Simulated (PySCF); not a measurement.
PySCF input file for Al(Me)(NH2)2 (CH7AlN2), SMILES [CH3][Al]([NH2])[NH2], B3LYP/pcSseg-1. Coordinates come from a B3LYP-D3(BJ)/def2-SVP optimisation. The structure was generated by enumeration; whether it is a known compound was not checked. The values are those of a single conformer.

```python
import numpy as np
from pyscf import gto, scf, dft
from pyscf.prop.nmr import rks as nmr

mol = gto.M(
    atom='''
    Al    0.02297950    0.02360261    0.00471468
    C    -1.45644905   -1.25110557   -0.13945095
    H    -1.22665095   -2.04833525   -0.86792221
    H    -2.39004977   -0.76792135   -0.47293490
    H    -1.66586115   -1.74805271    0.82294929
    N     0.00355889    1.54967102   -0.91410756
    H     0.72910431    2.25972546   -0.91841108
    H    -0.75346168    1.83637388   -1.52674796
    N     1.42307443   -0.32535762    1.04968388
    H     2.24277625    0.26055459    1.17369512
    H     1.51767048   -1.16273912    1.61575238
    ''',
    basis='pcSseg-1',
    charge=0,
    spin=0,
    max_memory=1600,
    verbose=3,
)
mf = dft.RKS(mol, xc='b3lyp')
mf.grids.level = 3
mf.conv_tol = 1e-10
mf.max_cycle = 100
mf.kernel()
n = nmr.NMR(mf)
n.verbose = 2
n.max_cycle_cphf = 60
sigma = n.kernel()
print('atom   isotropic/ppm   span/ppm')
for i, s in enumerate(sigma):
    w = np.linalg.eigvalsh((s + s.T) / 2)
    print(f'{mol.atom_symbol(i):2s}{i + 1:3d} {w.mean():14.3f} {w[2] - w[0]:11.3f}')
```

Output:

```
converged SCF energy = -394.344284551462
atom   isotropic/ppm   span/ppm
Al  1        377.253      60.638
C   2        198.584      12.335
H   3         31.747      11.677
H   4         32.042      11.820
H   5         31.962      11.770
N   6        246.514      54.349
H   7         31.197      17.900
H   8         31.167      16.684
N   9        247.328      53.961
H  10         31.217      17.892
H  11         31.204      16.692
```

The calculation finished and met its thresholds.

Cost: roughly 30 core-seconds.
